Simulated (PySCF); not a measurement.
Spectrum to structure. Theory: TDDFT CAM-B3LYP/def2-SVPD, vertical, gas phase, core orbitals frozen in the response in PySCF. Geometries: GFN2-xTB, one conformer each.

```
state  E (eV)       f
   S1    5.00  0.0029
   S2    5.27   0.046
   S3    5.55   0.160
   S4    5.80  0.0006
   S5    6.60   0.330
   S6    6.88   0.355
   S7    6.94  0.0060
   S8    7.27  0.0070
```

**Question.** Which candidate is it? All have the formula C7H5NO.
A. `c1cc2ccoc2cn1`
B. `C#CC#CC(=O)NC=C`
C. `C#CC(=O)C(=C)CC#N`

**Answer.** A. Its S1, at 5.00 eV, is the highest among the candidates; the nearest of the others has S1 at 4.15 eV. S1 is HOMO-2→LUMO (92%). Löwdin shares by element: HOMO carbon 50% or more, oxygen 10% (atoms not listed hold the other 40%); LUMO carbon 44% or more, nitrogen 15% (atoms not listed hold the other 41%). At the same level the other candidates give, for their lowest levels:
- `C#CC#CC(=O)NC=C`: 4.15 eV (f 0.000); 4.58 eV (f 0.170); 4.88 eV (f 0.000); 5.00 eV (f 0.000); 5.05 eV (f 0.306); T1 3.46 eV; HOMO -8.28, LUMO -1.12 eV
- `C#CC(=O)C(=C)CC#N`: 3.85 eV (f 0.000); 4.96 eV (f 0.001); 5.40 eV (f 0.119); 5.93 eV (f 0.177); 6.90 eV (f 0.001); T1 3.33 eV; HOMO -9.93, LUMO -1.69 eV
Triplets come from the Tamm–Dancoff approximation.
